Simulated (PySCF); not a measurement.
**Xe⁺: ionisation energy**

Xe⁺ [Kr] 4d10 5s2 5p5 (2P) → Xe²⁺ [Kr] 4d10 5s2 5p4 (3P), as a difference of total energies. All numbers are calculated (PySCF 2.14, the spin-free X2C one-electron Hamiltonian (Gaussian nucleus), in x2c-QZVPPall with one added diffuse shell each of s, p, d, f type (14s10p8d5f1g, 128 functions)). Correlated levels: valence: [Kr] 4d10 frozen; valence and next inner shell: [Ar] 3d10 frozen. The calculations carry no spin-orbit coupling.

| method | ionisation energy (eV) |
| --- | --- |
| UHF | 20.071 |
| LDA | 21.396 |
| PBE | 21.067 |
| PBE0 | 21.113 |
| r2SCAN | 21.114 |
| B3LYP | 21.209 |
| BP86 | 21.228 |
| r2SCAN0 | 21.137 |
| MP2 (valence) | 20.918 |
| SCS-MP2 (valence) | 20.939 |
| MP2 (valence and next inner shell) | 21.100 |
| SCS-MP2 (valence and next inner shell) | 21.065 |

**Question.** How much does correlation contribute at MP2 (valence and next inner shell)?

**Answer.** 21.100 − (20.071) = 1.029 eV, measured against UHF.

A first-order spin-orbit estimate (lowest level to lowest level, LS coupling) adds -0.042 eV.

Errors of the correlated levels include the incompleteness of this basis and the frozen core.

For comparison: 20.975 eV (semi-empirical (NIST evaluation); NIST Atomic Spectra Database, ionization energies).
